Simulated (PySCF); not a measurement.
# Frontier orbitals and the lowest excitations

Species: PP3SOO nortricyclane, O2P4S.
Geometry (PBE0-D3(BJ)/def2-SVP, Å), atoms numbered from 1 in this order:
```
atom  x, y, z in Å
P1    -0.1166   -1.5372    0.2291
S2    -1.9146   -0.3971   -0.0844
P3    -0.9615    1.4688   -0.3206
P4     0.9749    0.7297   -1.2240
O5     0.7336   -0.9291   -1.0616
P6     0.8149    1.0966    1.0271
O7     0.5612   -0.5338    1.3659
```

Method used: TDDFT wB97X-D/def2-SVPD, vertical, gas phase, core orbitals frozen in the response (PySCF).

Kohn–Sham orbitals with the atoms that hold most of them (Löwdin shares over 4%, at most four atoms; ? is withheld):

```csv
orbital,ε (eV),atoms
HOMO-3,-10.51,"S2 50%, P3 18%, O7 9%, O5 9%"
HOMO-2,-9.98,"P1 34%, S2 17%, P3 13%, P6 12%"
HOMO-1,-9.38,?
HOMO,-9.00,?
LUMO,-0.45,"P3 24%, P6 20%, P4 20%, S2 18%"
LUMO+1,0.61,"P4 30%, P6 29%, P3 22%, O5 6%"
LUMO+2,0.77,"P1 28%, P3 22%, S2 18%, P6 9%"
```

Problem. Give the leading atoms of the HOMO.

Solution. S2 (bonded to 2 P) 28%; P3 (bonded to 2 P and S) 22%; P4 (bonded to O and 2 P) 19%; P6 (bonded to O and 2 P) 19%. By element: phosphorus 61% or more, sulfur 28%.

Problem. Give the leading atoms of the HOMO-1.

Solution. P6 (bonded to O and 2 P) 29%; P4 (bonded to O and 2 P) 29%; P3 (bonded to 2 P and S) 20%; O5 (bonded to 2 P) 8%. By element: phosphorus 78% or more, oxygen 8% or more.

Problem. The HOMO–LUMO gap is 8.55 eV. Where does the response calculation put the lowest singlet, and from which orbitals?

Solution. S1 is at 3.89 eV (f = 0.0022), 4.67 eV below the gap, made of HOMO→LUMO (97%). 

Problem. Give energy, strength and leading configuration of S1, S2, S3 and S4, and follow the Löwdin shares of the leading atoms from the occupied to the empty orbital.

Solution. 
- S1 (3.89 eV, f 0.0022), HOMO→LUMO (97%): S2 28% → 18%, P3 22% → 24%, P6 19% → 20%
- S2 (4.20 eV, f 0.0001), HOMO-1→LUMO (97%): P6 29% → 20%, P4 29% → 20%, P3 20% → 24%
- S3 (5.18 eV, f 0.018), HOMO-2→LUMO (82%): P1 34% → at most 18%, S2 17% → 18%, P3 13% → 24%, P6 12% → 20%
- S4 (5.26 eV, f 0.0094), HOMO→LUMO+1 (76%): S2 28% → at most 7%, P3 22% → 22%, P4 19% → 30%, P6 19% → 29%

On Arm Neoverse V1, one thread, no GPU, shared host with 64 logical CPUs at a one-minute load of 25, this took 28 s wall (grids of density and orbitals included) and 0.76 GiB of memory at its peak.

One conformer stands for the species.
